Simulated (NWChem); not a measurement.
System: C$_{4}$H$_{9}$O, doublet; SMILES OCC[CH]C

Here is an NWChem input.

```
start job
memory heap 200 mb stack 900 mb global 1100 mb
geometry units angstroms noautosym nocenter noautoz
  C      0.521725    -2.259321    -0.153442
  C     -0.552862    -1.319978     0.274246
  C     -0.660981     0.064755    -0.268993
  C      0.320748     1.079448     0.372719
  O      0.143639     2.397750    -0.105350
  H      0.786826    -2.120955    -1.224403
  H      1.473503    -2.117260     0.419650
  H      0.234691    -3.321187    -0.003309
  H     -1.147249    -1.576530     1.168025
  H     -0.459905     0.058202    -1.367907
  H     -1.684646     0.474089    -0.130763
  H      1.368926     0.714038     0.232105
  H      0.142572     1.117428     1.467869
  H      0.313944     2.379468    -1.065115
end
basis spherical
  * library pcj-1
end
dft
  odft
  mult 2
  xc bhlyp
  iterations 150
  semidirect filesize 400000000
end
property
  hyperfine
end
task dft property
```

Output (shortened):

```
             Northwest Computational Chemistry Package (NWChem) 7.3.0
             --------------------------------------------------------

                             Geometry "geometry" -> ""
                             -------------------------

 Output coordinates in angstroms (scale by  1.889725989 to convert to a.u.)

  No.       Tag          Charge          X              Y              Z
 ---- ---------------- ---------- -------------- -------------- --------------
    1 C                    6.0000     0.52172500    -2.25932100    -0.15344200
    2 C                    6.0000    -0.55286200    -1.31997800     0.27424600
    3 C                    6.0000    -0.66098100     0.06475500    -0.26899300
    4 C                    6.0000     0.32074800     1.07944800     0.37271900
    5 O                    8.0000     0.14363900     2.39775000    -0.10535000
    6 H                    1.0000     0.78682600    -2.12095500    -1.22440300
    7 H                    1.0000     1.47350300    -2.11726000     0.41965000
    8 H                    1.0000     0.23469100    -3.32118700    -0.00330900
    9 H                    1.0000    -1.14724900    -1.57653000     1.16802500
   10 H                    1.0000    -0.45990500     0.05820200    -1.36790700
   11 H                    1.0000    -1.68464600     0.47408900    -0.13076300
   12 H                    1.0000     1.36892600     0.71403800     0.23210500
   13 H                    1.0000     0.14257200     1.11742800     1.46786900
   14 H                    1.0000     0.31394400     2.37946800    -1.06511500

 Effective nuclear repulsion energy (a.u.)     176.1086966581

                              NWChem Property Module
                              ----------------------

  itol2e modified to match energy
  convergence criterion.

                                 NWChem DFT Module
                                 -----------------

 Summary of "ao basis" -> "ao basis" (spherical)
 ------------------------------------------------------------------------------
       Tag                 Description            Shells   Functions and Types
 ---------------- ------------------------------  ------  ---------------------
 C                           pcj-1                  11       27   5s4p2d
 O                           pcj-1                  11       27   5s4p2d
 H                           pcj-1                   6       10   4s2p

  itol2e modified to match energy
  convergence criterion.

            General Information
            -------------------
          SCF calculation type: DFT
          Wavefunction type:  spin polarized.
          No. of atoms     :    14
          No. of electrons :    41
           Alpha electrons :    21
            Beta electrons :    20
          Charge           :     0
          Spin multiplicity:     2
          Use of symmetry is: off; symmetry adaption is: off
          Maximum number of iterations: 150
          AO basis - number of functions:   225
                     number of shells:   109
          Convergence on energy requested:  1.00D-07
          Convergence on density requested:  1.00D-05
          Convergence on gradient requested:  5.00D-04

              XC Information
              --------------
                        BHLYP Method XC Functional
                     Hartree-Fock (Exact) Exchange  0.500
                        Slater Exchange Functional  0.500 local
                    Becke 1988 Exchange Functional  0.500 non-local
              Lee-Yang-Parr Correlation Functional  1.000

[...]

          ----------------------
          Hyperfine Interactions
          ----------------------

 Total Spin Density (Fermi Contact Term)
 ------------------ --------------------
     Atom            x         y         z       Density (a.u.)      Aiso(MHz)     Aiso(Gauss)
     1  13-C      0.98592  -4.26950  -0.28996      -0.038023        -42.744617     -15.252317
     2  13-C     -1.04476  -2.49440   0.51825       0.125124        140.663515      50.192155
     3  13-C     -1.24907   0.12237  -0.50832      -0.036954        -41.543529     -14.823739
     4  13-C      0.60613   2.03986   0.70434       0.080561         90.565930      32.316121
     5  17-O      0.27144   4.53109  -0.19908       0.001584         -0.959929      -0.342526
     6   1-H      1.48689  -4.00802  -2.31379       0.007559         33.787874      12.056333
     7   1-H      2.78452  -4.00104   0.79302       0.034781        155.466431      55.474195
     8   1-H      0.44350  -6.27613  -0.00625       0.009807         43.837956      15.642447
     9   1-H     -2.16799  -2.97921   2.20725      -0.016588        -74.145870     -26.457045
    10   1-H     -0.86909   0.10999  -2.58497       0.009065         40.520028      14.458529
    11   1-H     -3.18352   0.89590  -0.24711       0.007243         32.376022      11.552550
    12   1-H      2.58690   1.34934   0.43861      -0.000942         -4.212851      -1.503248
    13   1-H      0.26942   2.11163   2.77387      -0.001149         -5.137718      -1.833262
    14   1-H      0.59327   4.49654  -2.01278      -0.000158         -0.708173      -0.252693

           -------------------------------------------
           Anisotropic Interaction (Spin-Dipolar Term)
           -------------------------------------------

 ------------------------------------------------------------
     Atom            x         y         z
 ------------------------------------------------------------
     1  13-C      0.98592  -4.26950  -0.28996

   Spin-Dipolar term (a.u.)
        xx             yy             zz             xy             xz             yz
 ------------------------------------------------------------------------------------------
       0.008964      -0.000193      -0.008771      -0.009326      -0.004642       0.004468

   Principal Comp. of -hf- tensor (au)            Anisotropic -hfcc- (MHz)               Anisotropic -hfcc- (Gauss)
 --------------------------------------------------------------------------------------------------------------------------
      0.016360    -0.005650    -0.010710       2.195383    -0.758208    -1.437176       0.783366    -0.270547    -0.512819

   Orientation of the principal axis of Hyperfine Tensor w.r.t absolute (molecular) frame
 --------------------------------------------------------------------------------------------------------------------------
      0.815275     0.576382     0.055770
     -0.525180     0.776533    -0.348112
     -0.243952     0.254517     0.935793

 ------------------------------------------------------------
     Atom            x         y         z
 ------------------------------------------------------------
     2  13-C     -1.04476  -2.49440   0.51825

   Spin-Dipolar term (a.u.)
        xx             yy             zz             xy             xz             yz
 ------------------------------------------------------------------------------------------
       0.224414      -0.351796       0.127382       0.460901       0.772333       0.428814

   Principal Comp. of -hf- tensor (au)            Anisotropic -hfcc- (MHz)               Anisotropic -hfcc- (Gauss)
 --------------------------------------------------------------------------------------------------------------------------
      1.204413    -0.607258    -0.597155     161.620682   -81.488171   -80.132511      57.670181   -29.076957   -28.593224

   Orientation of the principal axis of Hyperfine Tensor w.r.t absolute (molecular) frame
 --------------------------------------------------------------------------------------------------------------------------
      0.676159    -0.455121    -0.579374
      0.375005     0.889498    -0.261085
      0.634176    -0.040733     0.772115

 ------------------------------------------------------------
     Atom            x         y         z
 ------------------------------------------------------------
     3  13-C     -1.24907   0.12237  -0.50832

   Spin-Dipolar term (a.u.)
        xx             yy             zz             xy             xz             yz
 ------------------------------------------------------------------------------------------
      -0.006297       0.013554      -0.007257       0.001791       0.000578      -0.007431

   Principal Comp. of -hf- tensor (au)            Anisotropic -hfcc- (MHz)               Anisotropic -hfcc- (Gauss)
 --------------------------------------------------------------------------------------------------------------------------
     -0.006066     0.016040    -0.009974      -0.814001     2.152357    -1.338355      -0.290455     0.768013    -0.477558

   Orientation of the principal axis of Hyperfine Tensor w.r.t absolute (molecular) frame
 --------------------------------------------------------------------------------------------------------------------------
      0.953833     0.068451    -0.292434
      0.026237     0.950968     0.308175
      0.299190    -0.301620     0.905268

 ------------------------------------------------------------
     Atom            x         y         z
 ------------------------------------------------------------
     4  13-C      0.60613   2.03986   0.70434

   Spin-Dipolar term (a.u.)
        xx             yy             zz             xy             xz             yz
 ------------------------------------------------------------------------------------------
       0.012331       0.012045      -0.024376       0.052400       0.027095       0.027678

[...]
```

Level: BHandHLYP/pcJ-1, spin-unrestricted, contact and dipolar terms. Geometry: optimised at PBE-D3(BJ)/def2-SVP, spin-unrestricted. No stability test was run on the SCF state.
